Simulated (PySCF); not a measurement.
Here is a job for PySCF.
```python
from pyscf import gto, scf, dft

mol = gto.Mole()
mol.atom = '''
    F     0.01888970    1.09187156   -0.24723650
    O    -0.02243225   -0.00276003    0.56897714
    F     0.00809478   -1.41541565   -0.50677039
'''
mol.basis = 'sto-3g'
mol.verbose = 4
mol.build()

mf = dft.RKS(mol)
mf.xc = 'pbe'
mf.kernel()
```

What does this run give for the total energy, nuclear repulsion energy, HOMO-LUMO gap, Mulliken (on the basis functions themselves) charges in atom order?


The total energy comes out as -270.529303 Ha and the nuclear repulsion energy is 66.3499 Eh. The HOMO-LUMO gap comes out as 0.97 eV and the Mulliken (on the basis functions themselves) charges in atom order is F1 0.05, O2 0.00, F3 -0.05.
